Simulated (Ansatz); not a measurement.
Two isomers of C7H9N: A = `Cc1ccccc1N`, B = `N#CC1=CCCCC1`.

Gas-phase electronic energies from Ansatz, PBE0-D4/def2-TZVP geometries. CCSD(T)/CBS is the MP2 limit (def2-TZVPP, def2-QZVPP) plus CCSD(T) − MP2 in def2-TZVPP, frozen cores. Functionals use def2-TZVPP. B3LYP here is the variant with VWN-RPA as its local correlation; programs differ in this. Each species was taken in one conformer, which may not be the lowest.

Q: Which is lower in electronic energy at CCSD(T)/CBS, and by how much? (Best estimate.)

A: Ansatz gave: A, by 16.2 kcal/mol.

Q: Give E(B) − E(A) in kcal/mol with CCSD/def2-TZVPP, B3LYP-D4, B2PLYP, LDA (SPW92), ωB97M-V, HF/def2-TZVPP, B3LYP. (Best estimate.)

A: Ansatz gave: CCSD/def2-TZVPP 11.6, B3LYP-D4 22.0, B2PLYP 18.6, LDA (SPW92) 30.3, ωB97M-V 17.9, HF/def2-TZVPP 11.6, B3LYP 20.9. None reverses the order clearly.

Largest T1 diagnostic: 0.012.

In def2-TZVPP, CCSD(T) changes the Hartree–Fock value by +2.0 kcal/mol (the triples alone add +2.0 kcal/mol) and MP2 by +6.5 kcal/mol. Leaving LDA and LC-ωPBE aside and taking each functional with its dispersion term where it has one, the values, not all of them listed here, spread over 7.4 kcal/mol, from ωB97X-V to r2SCAN-D4. LDA lies +7.4 kcal/mol from PBE without D4.
